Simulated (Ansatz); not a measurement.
Reaction (formal exchange of groups at the Si–C bond): `C[SiH2][SiH](F)Cl` + SiH₄ → `F[SiH](Cl)[SiH2][SiH3]` + CH₄

Isolated molecules relaxed with PBE0-D4/def2-TZVP in Ansatz; ΔE leaves out vibrations. CBS: MP2 limit from def2 TZ/QZ plus the TZ coupled-cluster correction, frozen cores. This one scheme is used for every species. Functionals use def2-TZVPP. B3LYP here is the variant with VWN-RPA as its local correlation; programs differ in this. Each species was taken in one conformer, which may not be the lowest.

Question: Is it downhill or uphill in electronic energy at CCSD(T)/CBS, and by how much? (Best estimate.)

Answer: Ansatz gave: Downhill: ΔE = -0.14 eV.

Question: What do these levels give: PBE-D4, r2SCAN-D4, PBE0-D4, PBE0, B3LYP, SCS-MP2/def2-TZVPP, CCSD/def2-TZVPP, CCSD(T)/def2-TZVPP, HF/def2-QZVPP, MP2/def2-QZVPP, HF/CBS(def2), CCSD/CBS(def2)? (An estimate is asked.)

Answer: The calculation gave: PBE-D4 -0.26, r2SCAN-D4 -0.20, PBE0-D4 -0.23, PBE0 -0.22, B3LYP -0.14, SCS-MP2/def2-TZVPP -0.06, CCSD/def2-TZVPP -0.12, CCSD(T)/def2-TZVPP -0.13, HF/def2-QZVPP -0.03, MP2/def2-QZVPP -0.09, HF/CBS(def2) -0.03, CCSD/CBS(def2) -0.13 eV.

Largest T1 diagnostic among the species: 0.012.

From PBE to PBE0 (25 % exact exchange), in def2-TZVPP and without D4, ΔE moves by +0.03 eV. In def2-TZVPP, CCSD(T) changes the Hartree–Fock value by −0.09 eV (the triples alone add −0.02 eV) and MP2 by −0.05 eV.
